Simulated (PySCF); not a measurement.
PySCF input file for Zn(Cl)(OH) (ClHOZn), SMILES [OH][Zn][Cl], B3LYP-D3(BJ)/def2-TZVP. Geometry: B3LYP-D3(BJ)/def2-TZVP. Other conformers were not sampled.

```python
import numpy as np
from pyscf import gto, scf, dft, df
from pyscf.hessian import thermo

mol = gto.M(
    atom='''
    Zn    0.00714412    0.34363540    0.00000000
    Cl   -0.00061351   -1.75456922    0.00000000
    O    -0.11598624    2.11661439    0.00000000
    H     0.72399615    2.58569955    0.00000000
    ''',
    basis='def2-TZVP',
    charge=0,
    spin=0,
    max_memory=1600,
    verbose=3,
)
mf = dft.RKS(mol, xc='b3lyp').density_fit(auxbasis='def2-universal-jkfit')
mf.disp = 'd3bj'
mf.grids.level = 3
mf.conv_tol = 1e-11
mf.max_cycle = 100
mf.kernel()

# [left out here: the lines that compute and print the analytic Hessian (its translational invariance restored by hand, since the grid's response is missing), thermochemistry and intensities]
```

Program output:

```
converged SCF energy = -2315.6119280151

WARN: DFTD3 does not support analytical Hessian, using finite difference


WARN: Mole.unit (angstrom) is changed to Bohr

Mode                                 0                   1                   2
Irrep
Freq [cm^-1]                      133.0915            139.7155            401.7822
Reduced mass [au]                   9.6487              5.1912             27.3937
Force const [Dyne/A]                0.1007              0.0597              2.6054
Char temp [K]                     191.4891            201.0195            578.0752
Normal mode                   x     y     z       x     y     z       x     y     z
       0  Zn                -0.08 -0.00  0.00    0.00  0.00  0.08    0.00  0.05 -0.00
       1  Cl                 0.07 -0.00 -0.00   -0.00 -0.00 -0.07   -0.00 -0.14  0.00
       2   O                 0.15  0.02 -0.00   -0.00  0.00 -0.14   -0.01  0.09  0.00
       3   H                 0.23 -0.12 -0.00   -0.00  0.00 -0.40    0.01  0.08  0.00
Mode                                 3                   4                   5
Irrep
Freq [cm^-1]                      686.1981            782.5894           3840.6246
Reduced mass [au]                  15.4541              1.1000              1.0670
Force const [Dyne/A]                4.2874              0.3969              9.2727
Char temp [K]                     987.2862           1125.9719           5525.8037
Normal mode                   x     y     z       x     y     z       x     y     z
       0  Zn                 0.00 -0.06 -0.00    0.01  0.02  0.00   -0.00  0.00 -0.00
       1  Cl                -0.00  0.02  0.00   -0.00 -0.00 -0.00    0.00  0.00  0.00
       2   O                -0.03  0.21  0.00   -0.06 -0.01 -0.00   -0.05 -0.03  0.00
       3   H                 0.12 -0.03  0.00    0.43 -0.85 -0.00    0.83  0.49  0.00
temperature 298.1500 [K]
pressure 101325.00 [Pa]
Rotational constants [GHz] 696.87569 2.58907 2.57949
Symmetry number 1
Zero-point energy (ZPE) 0.01363 [Eh]   35792.276 [J/mol]
                           tot       elec      trans        rot        vib
Entropy [J/mol/K]       289.444      0.000    168.227     91.052     30.165
Cv [J/mol/K]             53.545      0.000     12.472     12.472     28.601
Cp [J/mol/K]             61.859      0.000     20.786     12.472     28.601
Internal energy [J/mol]                      3718.434   3718.434  40634.047
Internal energy [Eh]   -2315.59362  -2315.61193
Enthalpy [J/mol]                             6197.391   3718.434  40634.047
Enthalpy [Eh]          -2315.59267
Gibbs free energy [J/mol]                  -43959.514 -23428.810  31640.404
Gibbs free energy [Eh] -2315.62554
mode   freq/cm-1   IR/(km/mol)
   1      133.09        15.643
   2      139.72         2.090
   3      401.78        12.227
   4      686.20       110.710
   5      782.59        46.099
   6     3840.62        63.508
max |gradient| / (hartree/bohr): 1.4570329293353e-05
APT charges: [ 0.9826 -0.4857 -0.7357  0.2388]
```

The run converged.

Cost: about 60 core-seconds (a rough figure).
